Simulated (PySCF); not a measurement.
## Antimony: a sound run and one with changed settings

Sound run: Sb²⁺ [Kr] 4d10 5s2 5p1, Sb³⁺ [Kr] 4d10 5s2. All numbers are calculated (PySCF 2.14, scalar relativity by spin-free X2C-1e, in x2c-SVPall (6s5p3d, 36 functions)). The sound run starts from symmetry-adapted Hartree-Fock orbitals and uses a fine grid where one is needed.

Changed run: radial step 0.5 in ln r (0.13 in the sound run). This setting is unsound on purpose.

```
species  method  sound run (hartree)  changed run (hartree)  converged
   Sb²⁺     UHF          -6476.35157            -6476.35157        yes
   Sb²⁺    BP86          -6479.79754            -6479.58018        yes
   Sb²⁺  M06-2X          -6479.64085            -6480.26730        yes
   Sb³⁺     UHF          -6475.46578            -6475.46578        yes
   Sb³⁺    BP86          -6478.88194            -6478.66688        yes
   Sb³⁺  M06-2X          -6478.73556            -6479.35943        yes
```

Ionisation energy of Sb²⁺:

| method | sound run (eV) | changed run (eV) |
| --- | --- | --- |
| UHF | 24.103 | 24.103 |
| BP86 | 24.915 | 24.852 |
| M06-2X | 24.634 | 24.705 |

A coarse radial grid mis-integrates the density and the exchange-correlation energy, with errors of either sign; Hartree-Fock needs no grid.

For comparison, NIST gives 25.323 eV between the lowest levels.
